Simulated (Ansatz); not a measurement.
A structure relaxed at PBE0-D4/def2-SVP in Ansatz, charge 0, singlet:

```xyz
10

Ga   -0.0452   -1.2387   -1.1306
H    -0.4157   -0.8178   -2.6055
H     0.8007   -2.5513   -0.9073
C    -0.5760   -0.0944    0.3955
C     0.4200    1.0438    0.6378
H    -0.6664   -0.7168    1.3008
H    -1.5776    0.3207    0.1922
H     0.1147    1.6810    1.4845
H     1.4301    0.6686    0.8723
H     0.5155    1.7049   -0.2397
```

Task: Give its formula, name or SMILES.

Result: GaH2Et (C2H7Ga).

Task: Summarise the bond lengths by kind (pairs closer than 1.2 times the sum of covalent radii, bridged metal pairs left out).

Result: 1 × C–C 1.53 Å; 1 × C–Ga 1.98 Å; 5 × C–H 1.10 Å; 2 × Ga–H 1.58 Å.
